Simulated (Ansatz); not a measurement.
Start from `C=CC1C[SiH2]1` and change one atom or group to get `[SnH3][CH]1C[SiH2]1`.

Ansatz, PBE0-D4/def2-TZVP geometries, multiplicity 1. Each molecule was computed in one conformer, which needn't be the lowest.

Elements past krypton have def2 core potentials.

| property | `C=CC1C[SiH2]1` |
| --- | --- |
| LUMO energy (ωB97M-V/def2-TZVPP) / eV | 1.58 |
| LUMO energy (B3LYP/def2-TZVPP) / eV | -0.38 |
| HOMO energy (ωB97M-V/def2-TZVPP) / eV | -8.43 |
| size of the dipole moment (B3LYP/def2-TZVPP) / D | 0.78 |
| HOMO energy (PBE0/def2-TZVPP) / eV | -6.35 |
| HOMO energy (B3LYP/def2-TZVPP) / eV | -6.15 |

Task: What does the change do to each property? (An estimate is asked.)

Result: The calculation gave: 
```json
{"property": "LUMO energy (ωB97M-V/def2-TZVPP) / eV", "`[SnH3][CH]1C[SiH2]1`": "1.43", "shift": "-0.15"}
{"property": "LUMO energy (B3LYP/def2-TZVPP) / eV", "`[SnH3][CH]1C[SiH2]1`": "-0.30", "shift": "0.08"}
{"property": "HOMO energy (ωB97M-V/def2-TZVPP) / eV", "`[SnH3][CH]1C[SiH2]1`": "-8.96", "shift": "-0.53"}
{"property": "size of the dipole moment (B3LYP/def2-TZVPP) / D", "`[SnH3][CH]1C[SiH2]1`": "0.82", "shift": "0.04"}
{"property": "HOMO energy (PBE0/def2-TZVPP) / eV", "`[SnH3][CH]1C[SiH2]1`": "-6.86", "shift": "-0.51"}
{"property": "HOMO energy (B3LYP/def2-TZVPP) / eV", "`[SnH3][CH]1C[SiH2]1`": "-6.66", "shift": "-0.51"}
```

With PBE0 the HOMO falls by 0.51 eV and the LUMO rises by 0.09 eV, so the gap widens by about 0.60 eV. PBE moves the HOMO by -0.46 eV and ωB97M-V by -0.53 eV. Dipoles are sizes alone; their direction can turn.

Positive LUMOs are unbound, so they and the gaps depend on the basis.

B3LYP here is the variant with VWN-RPA as its local correlation; programs differ in this.
